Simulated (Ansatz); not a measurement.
`C#C/C=C/C` + `[SH][GaH2]` → `C/C=[CH]\[GaH][SH]` + `C#C`  (formal exchange of groups at a C–C bond)

Gas-phase electronic energies from Ansatz, PBE0-D4/def2-TZVP geometries. CCSD(T)/CBS is the MP2 limit (def2-TZVPP, def2-QZVPP) plus CCSD(T) − MP2 in def2-TZVPP, frozen cores. This one scheme is used for every species. Double bonds are as drawn, so ΔE can hold a change between cis and trans. Functionals use def2-TZVPP. For Ga outer-core shells are correlated without core-valence functions, which leaves a few kJ/mol of doubt a bond. Scalar relativity is left out up to krypton. One conformer a species, not always the lowest.

| species | PBE0 energy (Eh) |
| --- | --- |
| `C#C/C=C/C` | -193.88099 |
| `[SH][GaH2]` | -2324.48748 |
| `C/C=[CH]\[GaH][SH]` | -2441.10454 |
| `C#C` | -77.25702 |

(1) Work out ΔE.

Largest T1 diagnostic among the species: 0.013.

## Answers

(1) ΔE = (-2441.10454) + (-77.25702) − (-193.88099) − (-2324.48748) = 0.00691 Eh = +18.1 kJ/mol. CCSD(T)/CBS gives -4.1 kJ/mol.

In def2-TZVPP, CCSD(T) changes the Hartree–Fock value by −15.5 kJ/mol (the triples alone add −1.0 kJ/mol) and MP2 by −14.9 kJ/mol. The D4 term adds −8.7 kJ/mol with B3LYP and −5.0 kJ/mol with PBE0; it sums over pairs of atoms, weighted by their polarisabilities, and B3LYP, whose exchange is more repulsive, gets the larger term.

B3LYP here is the variant with VWN-RPA as its local correlation; programs differ in this.
